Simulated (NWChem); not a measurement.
Molecule: C$_{2}$H$_{6}$FY; SMILES [Y]([CH3])([F])[CH3]

Results from NWChem. Geometry: optimised at PBE0/def2-SVP. Not confirmed as a minimum by frequencies. def2 effective core potentials on Y; no spin-orbit coupling.

Diagonal of the polarisability tensor at PBE0/def2-SVPD, static: 63.75, 83.56, 56.88 bohr³.

### Question
Find the mean polarisability volume, the molar refraction, and the refractive index that an ideal gas of it would have at 273.15 K and 1 atm.

### Answer

1. Mean: one third of the trace = 68.06 bohr³ × 0.14818 Å³/bohr³ = 10.09 Å³.
2. Molar refraction (Lorentz-Lorenz): (4π/3) N_A α = 25.4 cm³/mol.
3. Number density p/kT = 2.687 × 10⁻⁵ Å⁻³; n − 1 = 2π N α = 17.03 × 10⁻⁴.
4. These hold the electronic response alone: vibrational and orientational terms add to the static dielectric constant.
